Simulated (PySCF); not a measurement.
TlH₃.
Hydrogens: H2, H3, H4 on Tl1.

Method used: PBE0-D3(BJ)/def2-SVP geometry optimisation, gas phase, def2 core potentials past Kr in PySCF.

How far are the bound atoms from Tl1?

3 atoms: H3 1.746 Å, H4 1.746 Å, H2 1.746 Å.

List the angles at Tl1.

```json
{"angle": "H3–Tl1–H4", "degrees": "120.1", "distance of the outer atoms (Å)": "3.03"}
{"angle": "H2–Tl1–H3", "degrees": "120.0", "distance of the outer atoms (Å)": "3.02"}
{"angle": "H2–Tl1–H4", "degrees": "119.9", "distance of the outer atoms (Å)": "3.02"}
```

What is the shape at Tl1?

Planar: angles 120.1°, 120.0° and 119.9°, sum 360.0°, 0.00 Å off the plane of its three neighbours.

What are the rotational constants (commonest isotopes, rigid rotor)?

A = 109752, B = 109578, C = 54833 MHz: an oblate symmetric top.

Point group: D3h (every atom within 0.08 Å of its image). Charge 0, singlet. No PBE0-D3(BJ)/def2-SVP frequencies stand behind this structure, so it isn't proved a minimum.
